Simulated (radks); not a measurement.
Species: the dysprosium ion Dy2+. Configuration: [Xe] 4f10.

Method: scalar-relativistic Kohn-Sham, AM05, spin-polarised, spherical densities, point nucleus; open shells are filled with parallel spins first (spin-orbit coupling, left out, can overturn this in heavy ions); computed with a radial shooting solver on a logarithmic mesh with Libxc functionals.

Energy parts (hartree):
| part | energy |
|---|---|
| total | -12149.1125 |
| kinetic | 13105.9714 |
| electron-nucleus | -29708.0671 |
| Hartree | 4708.2196 |
| exchange-correlation | -255.2365 |

Orbitals (lengths in bohr, moments of r in powers of bohr):
| orbital | occ. | eigenvalue (hartree) | <r> | <r^4> |
|---|---|---|---|---|
| 1s up | 1 | -1970.877 | 0.02113 | 9.931e-07 |
| 1s down | 1 | -1970.877 | 0.02113 | 9.931e-07 |
| 2s up | 1 | -328.6580 | 0.08982 | 0.0001562 |
| 2s down | 1 | -328.6557 | 0.08982 | 0.0001561 |
| 2p up | 3 | -291.7387 | 0.07948 | 0.0001176 |
| 2p down | 3 | -291.7371 | 0.07948 | 0.0001176 |
| 3s up | 1 | -73.55181 | 0.2348 | 0.005981 |
| 3s down | 1 | -73.49246 | 0.2347 | 0.005969 |
| 3p up | 3 | -62.22103 | 0.2336 | 0.006289 |
| 3p down | 3 | -62.16191 | 0.2335 | 0.006274 |
| 3d up | 5 | -47.63522 | 0.2122 | 0.004971 |
| 3d down | 5 | -47.58951 | 0.2121 | 0.004953 |
| 4s up | 1 | -14.98570 | 0.5302 | 0.1467 |
| 4s down | 1 | -14.86074 | 0.5303 | 0.1468 |
| 4p up | 3 | -11.25477 | 0.5620 | 0.1936 |
| 4p down | 3 | -11.13123 | 0.5621 | 0.1940 |
| 4d up | 5 | -6.17689 | 0.6100 | 0.3055 |
| 4d down | 5 | -6.05490 | 0.6106 | 0.3078 |
| 5s up | 1 | -2.34548 | 1.294 | 5.296 |
| 5s down | 1 | -2.28205 | 1.306 | 5.521 |
| 5p up | 3 | -1.46825 | 1.524 | 10.84 |
| 5p down | 3 | -1.42251 | 1.544 | 11.49 |
| 4f up | 7 | -0.67394 | 0.8520 | 2.943 |
| 4f down | 3 | -0.56752 | 0.8889 | 4.054 |
| 6s up | 0 | -0.52627 | 3.380 | 240.5 |
| 6s down | 0 | -0.51885 | 3.416 | 250.9 |
| 5d up | 0 | -0.50089 | 2.421 | 85.07 |
| 5d down | 0 | -0.48481 | 2.484 | 94.32 |

The highest occupied level is 4f down at -15.443 eV. For comparison, the ionisation energy in NIST's Atomic Spectra Database is 22.89 eV (semi-empirical). In exact Kohn-Sham theory the highest level is minus the ionisation energy, but local and semilocal functionals leave it too shallow, through self-interaction and a potential that decays too fast; potentials with the right tail come closer. Spin moment in Bohr magnetons: 4. Summed over all electrons, <r^2> = 38.18 bohr^2, which gives a Langevin (diamagnetic) susceptibility term of -30.2 x 10^-6 cm^3/mol. The density falls to 0.001 e/bohr^3 at r = 3.39 bohr.
